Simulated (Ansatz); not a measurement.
Geometry optimisation, Ansatz 0.2.0, DFT PBE, scalar-relativistic, plane waves, PAW.

Input:

```yaml
crystal:
  lattice:
    - [0.0, 5.43, 5.43]
    - [5.43, 0.0, 5.43]
    - [5.43, 5.43, 0.0]
  atoms:
    - { symbol: Si, position: [0.0, 0.0, 0.0] }
    - { symbol: Si, position: [0.125, 0.125, 0.125] }
    - { symbol: Si, position: [0.0, 0.0, 0.5] }
    - { symbol: Si, position: [0.125, 0.125, 0.625] }
    - { symbol: Si, position: [0.0, 0.5, 0.0] }
    - { symbol: Si, position: [0.125, 0.625, 0.125] }
    - { symbol: Si, position: [0.0, 0.5, 0.5] }
    - { symbol: Si, position: [0.125, 0.625, 0.625] }
    - { symbol: Si, position: [0.5, 0.0, 0.0] }
    - { symbol: Si, position: [0.625, 0.125, 0.125] }
    - { symbol: Si, position: [0.5, 0.0, 0.5] }
    - { symbol: Si, position: [0.625, 0.125, 0.625] }
    - { symbol: Si, position: [0.5, 0.5, 0.0] }
    - { symbol: Si, position: [0.625, 0.625, 0.125] }
    - { symbol: Si, position: [0.5, 0.5, 0.5] }
    - { symbol: Si, position: [0.625, 0.625, 0.625] }
    - { symbol: Li, position: [0.80352103, 0.81147635, 0.32550322] }
total_charge: 1
basis:
  ecutwfc: 420.0
kpoints:
  mp_grid: { grid: [2, 2, 2] }
hamiltonian:
  xc: pbe
  pseudopotentials: { kind: paw, azcp: { folder: soft_1 } }
scf:
  occupations: { method: fermi_dirac, width: 0.05 }
  lower_state_search: "off"
relax:
  f_tol: 0.03
  max_steps: 60
  adjacent_minimum: "off"
```

Run as:

```bash
$ ansatz run input.yaml --threads 1 --pin off --max-ram 3072MiB --backend cpu --events-out ev --progress --plain --runs-dir out
```

Q: Where does it end, and by what steps?

A: The run converged. Limits of this set-up: charged cell in a uniform background, uncorrected. After 8 steps the energy has fallen by 1.015 eV; Li17 moved furthest, 1.09 Å. Joined: Si2–Li17 (3.56 → 2.74 Å), Si3–Li17 (3.51 → 2.40 Å), Si8–Li17 (3.50 → 2.74 Å), Si12–Li17 (3.47 → 2.74 Å).

```json
{"step": "0", "energy less start (eV)": "0.0000", "largest force component (eV/Å)": "1.662", "accepted": "yes"}
{"step": "1", "energy less start (eV)": "-0.3518", "largest force component (eV/Å)": "0.606", "accepted": "yes"}
{"step": "2", "energy less start (eV)": "-0.4308", "largest force component (eV/Å)": "0.078", "accepted": "yes"}
{"step": "3", "energy less start (eV)": "-0.4739", "largest force component (eV/Å)": "0.294", "accepted": "yes"}
{"step": "4", "energy less start (eV)": "-0.5752", "largest force component (eV/Å)": "0.365", "accepted": "yes"}
{"step": "5", "energy less start (eV)": "-0.7139", "largest force component (eV/Å)": "0.339", "accepted": "yes"}
{"step": "6", "energy less start (eV)": "-0.8942", "largest force component (eV/Å)": "0.218", "accepted": "yes"}
{"step": "7", "energy less start (eV)": "-1.0049", "largest force component (eV/Å)": "0.062", "accepted": "yes"}
{"step": "8", "energy less start (eV)": "-1.0151", "largest force component (eV/Å)": "0.005", "accepted": "yes"}
```

```xyz
17
Lattice="0.0000 5.4300 5.4300 5.4300 0.0000 5.4300 5.4300 5.4300 0.0000" Properties=species:S:1:pos:R:3
Si -0.062 -0.065 -0.018
Si 1.320 1.318 1.336
Si 2.701 2.699 -0.020
Si 4.034 4.031 1.312
Si 2.688 -0.046 2.664
Si 4.015 1.321 4.031
Si 5.368 2.702 2.646
Si 6.751 4.055 4.028
Si -0.043 2.685 2.664
Si 1.323 4.012 4.031
Si 2.704 5.366 2.646
Si 4.058 6.748 4.029
Si 2.690 2.688 5.399
Si 4.039 4.037 6.747
Si 5.386 5.384 5.395
Si 6.753 6.750 6.723
Li 6.748 6.745 9.456
```

Time of the run: 39 s on 1 thread of Arm Neoverse V2, on a shared host, peak memory 0.46 GiB.
